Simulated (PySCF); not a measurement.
PySCF job for C₅H₁₀O, SMILES C=COC(C)C, KT2/pcSseg-1. The structure is a stationary point at B3LYP-D3(BJ)/def2-SVP. Other conformers were not sampled.

```python
import numpy as np
from pyscf import gto, scf, dft
from pyscf.prop.nmr import rks as nmr

mol = gto.M(
    atom='''
    C     2.66548424    0.10928091   -0.35162033
    C     1.49560736    0.00934136    0.28642480
    O     0.33252964    0.47377791   -0.22319526
    C    -0.87672639   -0.00945152    0.36890665
    C    -1.96880008    0.98409165    0.00825978
    C    -1.17594079   -1.42621508   -0.11043763
    H     2.72711558    0.54822209   -1.34981268
    H     3.57985981   -0.23394933    0.13314610
    H     1.42309700   -0.43510143    1.28991236
    H    -0.74357073   -0.01998851    1.46935191
    H    -2.09551872    1.02873597   -1.08479544
    H    -1.70729519    1.99091833    0.36566647
    H    -2.92765261    0.68635172    0.45895267
    H    -2.09994711   -1.80775846    0.35147950
    H    -0.35441268   -2.11215733    0.14736258
    H    -1.29965861   -1.43778013   -1.20490086
    ''',
    basis='pcSseg-1',
    charge=0,
    spin=0,
    max_memory=1600,
    verbose=3,
)
mf = dft.RKS(mol, xc='kt2')
mf.grids.level = 3
mf.conv_tol = 1e-10
mf.max_cycle = 100
mf.kernel()
n = nmr.NMR(mf)
n.verbose = 2
n.max_cycle_cphf = 60
sigma = n.kernel()
print('atom   isotropic/ppm   span/ppm')
for i, s in enumerate(sigma):
    w = np.linalg.eigvalsh((s + s.T) / 2)
    print(f'{mol.atom_symbol(i):2s}{i + 1:3d} {w.mean():14.3f} {w[2] - w[0]:11.3f}')
```

Log of the run:

```
converged SCF energy = -276.233075512524
atom   isotropic/ppm   span/ppm
C   1         97.799     150.739
C   2         33.653     143.181
O   3        158.312     140.874
C   4        104.231      76.939
C   5        159.206      41.428
C   6        159.079      38.701
H   7         26.720       6.716
H   8         27.231       5.778
H   9         25.127       5.079
H  10         27.465       3.997
H  11         29.954       7.329
H  12         29.649       9.610
H  13         30.229       9.686
H  14         30.295       9.726
H  15         29.710       9.214
H  16         30.188       6.993
```

Self-consistency was reached.

Cost: around 50 core-seconds (rough).
